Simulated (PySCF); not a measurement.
4-ethenyl-2,3-dihydroazete (C5H7N), SMILES N1=C(CC1)C=C. The structure is a stationary point at PBE-D3(BJ)/def2-SVP. Other conformers were not sampled.

Calculation: PySCF 2.14.0 with PBE-D3(BJ)/def2-SVP.

Harmonic wavenumbers (cm⁻¹): 85, 209, 218, 387, 453, 640, 685, 769, 890, 917, 927, 979, 991, 1015, 1046, 1058, 1110, 1134, 1201, 1242, 1289, 1371, 1386, 1409, 1591, 1649, 2973, 2985, 3029, 3048, 3077, 3096, 3186. Rotational constants (GHz): 10.40, 2.525, 2.086; symmetry number 1.

Task: Work out the zero-point energy and the ideal-gas rigid-rotor harmonic-oscillator thermochemistry at 298.15 K and 1 atm.

Result: ZPE = ½ Σ hcν = ½ × 46045 cm⁻¹ = 65.83 kcal/mol. H − E(el) = 70.22 kcal/mol. Entropy in cal/(mol K): translation 39.09, rotation 26.18, vibration 11.68, total 76.95. G − E(el) = 47.27 kcal/mol. Cp = 23.65 cal/(mol K). Modes under 150 cm⁻¹ make the vibrational entropy uncertain.
